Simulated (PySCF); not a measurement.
SMILES C(CO)([O])C, doublet, B3LYP/def2-SVP optimised geometry. Atoms within 1.6 Å of the plane z = 0.8 Å (x, y, z in Å): C1 (-1.44, 0.49, 0.00), C2 (0.10, 0.49, 0.00), O3 (0.64, 1.20, 1.02), C4 (0.72, -0.91, -0.13), H6 (-1.81, -0.02, 0.90), H7 (-1.82, 1.52, 0.00), H10 (0.42, -1.52, 0.75), H11 (1.82, -0.80, -0.09).

Level of theory: unrestricted B3LYP/def2-TZVP in PySCF. Cells within 0.4 Å of a nucleus heavier than hydrogen are left out (blank, or x).

Map of the Laplacian of the electron density (e/bohr⁵), clipped to [-1.50, 1.50] on the plane z = 0.8 Å:

```
|7777777777777777777777777777777|
|7777777777777777777777777777777|
|7777777777777777777777777777777|
|7777777777777777777777777777777|
|7777777777777777777777777777777|
|7777777777777777777777777777777|
|7777777777777777777777777777777|
|7777777777777777788777777777777|
|7777777777777778999887777777777|
|7777777777777789957987777777777|
|77777777777777892xx797777777777|
|77777777777778892xx698777777777|
|7777777788887889724997777777777|
|7777777777788888899987777777777|
|7777777745787788888877777777777|
|7777777600777778888777777777777|
|7777777756777777777777777777777|
|7777777777777777777777777777777|
|7777777777777777788777777777777|
|7777777777777777777877777777777|
|7777777777777777207777777777777|
|7777777777777777007777777777777|
|7777777777777777777777777777777|
|7777777777777777777777777777777|
|7777777777777777777777777777777|
|7777777777777777777777777777777|
|7777777777777777777777777777777|
|7777777777777777777777777777777|
|7777777777777777777777777777777|
|7777777777777777777777777777777|
|7777777777777777777777777777777|
```
Scale: ten equal steps from -1.50 (start of '0') to 0.562 (end of '9'), in the order '0123456789'; x runs from -4.00 to 4.00, y from -4.00 (bottom) to 4.00 (top).
